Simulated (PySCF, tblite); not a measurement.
Isomers of C5H7F2O (doublet state). All values are computed: GFN2-xTB (tblite) harmonic vibrations without scaling, gas phase. The method is semi-empirical: single wavenumbers can be off by several per cent or more. One conformer each. Open shells enter through the occupations alone, without spin polarisation, and single modes of such species can be off by tens of per cent.

Electronic energies: B3LYP/pcH-1 single points on the GFN2-xTB geometries (PySCF, gas phase).

| SMILES | electronic energy, lowest = 0 (kJ/mol) |
| --- | --- |
| CC(=O)[C](F)CCF | 0.0 |
| FC(F)[C]1CCCO1 | 37.1 |
| C[C](O)/C(F)=C/CF | 33.6 |
| FC(F)[C@@H]1[CH]CCO1 | 71.2 |

Problem. How do GFN2-xTB zero-point energies change the relative energies?

Solution. 
| SMILES | ZPE (kJ/mol) | of it from modes above 1550 cm⁻¹ | electronic (kJ/mol) | with ZPE, lowest = 0 (kJ/mol) | lowest mode (cm⁻¹) | rings |
| --- | --- | --- | --- | --- | --- | --- |
| CC(=O)[C](F)CCF | 289.2 | 135.2 | 0.0 | 0.0 | 45 | 0 |
| C[C](O)/C(F)=C/CF | 286.0 | 128.4 | 33.6 | 30.5 | 38 | 0 |
| FC(F)[C]1CCCO1 | 294.8 | 123.8 | 37.1 | 42.7 | 22 | 1 |
| FC(F)[C@@H]1[CH]CCO1 | 290.2 | 122.9 | 71.2 | 72.2 | 41 | 1 |

The zero-point energies span 8.8 kJ/mol, from `C[C](O)/C(F)=C/CF` to `FC(F)[C]1CCCO1`. The order is unchanged.

Problem. And how do the electronic energies of GFN2-xTB itself compare?

Solution. `CC(=O)[C](F)CCF` 28.6; `C[C](O)/C(F)=C/CF` 32.2; `FC(F)[C]1CCCO1` 0.0; `FC(F)[C@@H]1[CH]CCO1` 50.7 kJ/mol, lowest = 0. Against the energies above, taken from the same isomer `CC(=O)[C](F)CCF`, the largest difference is 65.7 kJ/mol.

Problem. What do entropy and thermal enthalpy add at 298.15 K and 1 bar (rigid rotor, harmonic oscillator, one conformer each)?

Solution. 
| SMILES | point group | symmetry number | S (J/(mol K)) | H − H(0) (kJ/mol) | ZPE + H − H(0) − TS (kJ/mol) |
| --- | --- | --- | --- | --- | --- |
| CC(=O)[C](F)CCF | C1 | 1 | 407.1 | 26.78 | 194.6 |
| C[C](O)/C(F)=C/CF | C1 | 1 | 407.6 | 27.24 | 191.8 |
| FC(F)[C@@H]1[CH]CCO1 | C1 | 1 | 382.7 | 23.62 | 199.7 |

S holds R ln(2S + 1) for the spin.

Not tabulated: `FC(F)[C]1CCCO1` (lowest mode only 22 cm⁻¹).
